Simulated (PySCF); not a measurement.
## Oscillator strengths, rates and cross-sections

[Ti(CH3)3Cl], C3H9ClTi (singlet state).
Geometry (PBE0-D3(BJ)/def2-SVP, Å), atoms numbered from 1 in this order:
```
atom  x, y, z in Å
C1    -0.9739    1.5765   -0.4057
Ti2    0.0720    0.1256    0.5779
C3     1.8539   -0.0577   -0.3971
C4    -0.9420   -1.6195    0.2872
Cl5    0.3336    0.5547    2.7193
H6    -1.1071    1.2505   -1.4528
H7    -1.9635    1.7180    0.0611
H8    -0.4212    2.5310   -0.3880
H9     2.5235   -0.7477    0.1434
H10    1.6556   -0.4536   -1.4090
H11    2.3369    0.9310   -0.4798
H12   -1.1657   -1.7354   -0.7875
H13   -1.8841   -1.6087    0.8612
H14   -0.3193   -2.4656    0.6256
```

Method: PySCF, TDDFT B3LYP/def2-SVPD, vertical, gas phase, core orbitals frozen in the response.

For one non-degenerate pair of states in vacuum, A = 0.6670 f ν̃² s⁻¹ with ν̃ in cm⁻¹, τ = 1/A, |μ|² = 3f / (2ΔE) in atomic units, and the integrated cross-section is ∫σ dE = 109.76 f Mb·eV.

States that coincide in energy are taken one by one. These lifetimes count emission to the ground state at the vertical energy alone; relaxation of the geometry and all other decay channels are left out.

Energies and rates of the computed singlets with f of 0.002 or more:

```json
{"state": "S7", "λ (nm)": "273.9", "A (s⁻¹)": "3.33×10⁶"}
{"state": "S8", "λ (nm)": "273.7", "A (s⁻¹)": "3.66×10⁶"}
{"state": "S9", "λ (nm)": "252.0", "A (s⁻¹)": "5.02×10⁶"}
```

Which f and |μ| stand behind these rates?

f = A / (0.6670 ν̃²), and |μ| follows from f:

```
state       f  |μ| (D)       τ  main configurations (H = HOMO, L = LUMO)
   S7  0.0037     0.47  300 ns                          H-1/H→L+2 (≥86%)
   S8  0.0041     0.49  270 ns                          H-1/H→L+2 (≥94%)
   S9  0.0048     0.51  200 ns                             H-2→L+2 (89%)
```

How much energy does a mole of photons resonant with S9 carry?

4.920 eV × 96.485 = 475 kJ/mol (113 kcal/mol).

Which computed singlets stay under f = 0.002?

S1 (3.51 eV, f 0.0000), S2 (3.63 eV, f 0.0000), S3 (3.63 eV, f 0.0000), S4 (3.85 eV, f 0.0001), S5 (4.11 eV, f 0.0000) and S6 (4.11 eV, f 0.0000).

By what factor does the largest A in the list exceed the smallest?

S9 has 1.5 times the rate of S7.

All these states lie below the vertical ionisation energy of 9.88 eV (ΔSCF).

The run took 3.7 min (grids of density and orbitals included) on one thread, Intel Xeon Platinum 8259CL at 2.50 GHz (x86_64), no GPU, shared host with 96 logical CPUs at a one-minute load of 41, and the process peaked at 0.93 GiB of memory.
